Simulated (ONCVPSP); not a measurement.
## Cutoff test, beryllium (Be), ONCV

Be, optimised norm-conserving Vanderbilt (ONCV), made with ONCVPSP 4.0.1 (PBE, scalar-relativistic). Core [He], reference 2s2. Waves: 2s: rc 1.85 bohr, ncon 5, nbas 8, qcut 3.1 1/bohr, 2 projectors, debl 2.2 Ha; p scattering state at 0.05 Ha: rc 1.45 bohr, ncon 4, nbas 8, qcut 6.8 1/bohr, local; d scattering state at 0.13 Ha: rc 1.45 bohr, ncon 3, nbas 7, qcut 7.1 1/bohr, 1 projector. Local part: the p channel. Core correction: Teter function fitted to the true core (icmod 2), fcfact 0.55.

Q: For each optimised wave give the share of its norm inside rc, the residual kinetic energy above qcut (Ha) and the cutoffs (Ha) for errors of 10, 1, 0.1 and 0.01 mHa per electron.

A:

```csv
wave,norm inside rc,residual KE,10 mHa,1 mHa,0.1 mHa,0.01 mHa
2s,0.277,2.5e-03,2.7,6.3,33.6,44.2
s projector 2,0.133,4.5e-02,6.3,16.4,36.3,61.7
p projector 1,0.261,3.1e-05,8.7,15.2,20.4,49.1
d projector 1,0.001,1.7e-08,0.6,1.6,3.6,8.1
```

The occupied waves need 6.3 Ha and 34 Ha for 1 and 0.1 mHa. Rows with under 1 % of the norm inside rc give no meaningful cutoff. The cutoffs count occupied waves only; projector 2 of the s channel, the hardest unoccupied one, needs 16 Ha at the loose tolerance.
